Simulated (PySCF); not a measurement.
Work out the structure from these simulated measurements.

Formula: C6H7F2; charge +1.

| Quantity | Value |
| --- | --- |
| NMR, other nuclei | isotropic shieldings of nuclei other than C and H, by class: 310 (2 F) ppm [GIAO PBE0/pcSseg-1] |
| Polarisability | 66.1 au [B3LYP/def2-SVPD] |
| 13C NMR | chemical shifts (computed TMS as zero) by class: 258.6 (1 C), 246.5 (1 C), 153.2 (1 C), 118.0 (1 C), 56.2 (1 C), 54.9 (1 C) ppm [GIAO PBE0/pcSseg-1] |
| UV, strongest line | among the 8 lowest singlet transitions: S2 at 5.15 eV (241 nm, f = 0.228) [TDDFT B3LYP/def2-SVPD] |
| 1H NMR | chemical shifts (computed TMS as zero) by class: 11.09 (1 H), 8.63 (1 H), 7.60 (1 H), 4.50 (2 H), 4.45 (2 H) ppm [GIAO PBE0/pcSseg-1] |
| Rotational structure | rotational constants A, B, C: 4.369, 1.453, 1.136 GHz [GFN2-xTB] |
| UV, first state | lowest singlet excitation: 4.25 eV (292 nm, f = 0.021) [TDDFT B3LYP/def2-SVPD] |

Gas-phase values; electronic properties from PySCF, density fitting. Levels stand in brackets. One conformer (not necessarily the lowest) at the GFN2-xTB geometry, without solvent, vibrations or thermal averaging. Each NMR value is the plain mean over a class of atoms that symmetry, rotation or inversion makes alike.

Question: Give a SMILES that accounts for the data.

Answer: Numbering: `[F:1][CH:2]([F:3])[C:4]1=[CH:5][CH+:6][CH2:7][CH2:8]1`. 6 carbons fall into 6 classes; from least to most shielded: carbon bonded to 3 C [C4] (258.6 ppm), carbon bonded to 2 C and H [C6] (246.5 ppm), carbon bonded to 2 C and H [C5] (153.2 ppm), CHF2 carbon [C2] (118.0 ppm), ring CH2 carbon [C7] (56.2 ppm), allylic carbon [C8] (54.9 ppm). Hydrogen classes from least to most shielded: 1 H on a carbon bonded to 2 C and H, C6 (11.09 ppm), 1 H on a carbon bonded to 2 C and H, C5 (8.63 ppm), 1 H on a CHF2 carbon, C2 (7.60 ppm), 2 H on an allylic carbon, C8 (4.50 ppm), 2 H on a ring CH2 carbon, C7 (4.45 ppm). The other shieldings belong to: 310 ppm, fluorine of a CF2 group [F1/F3]. The optimised geometry has point group C1 and is an asymmetric top. Structure: `FC(F)C1=C[CH+]CC1`. The assignments are read from this structure; whether some other isomer fits the data as well wasn't checked.

Conformer computed: `[F:1][CH:2]([F:3])[C:4]1=[CH:5][CH+:6][CH2:7][CH2:8]1`: F1–C2–C4–C5 -157°.
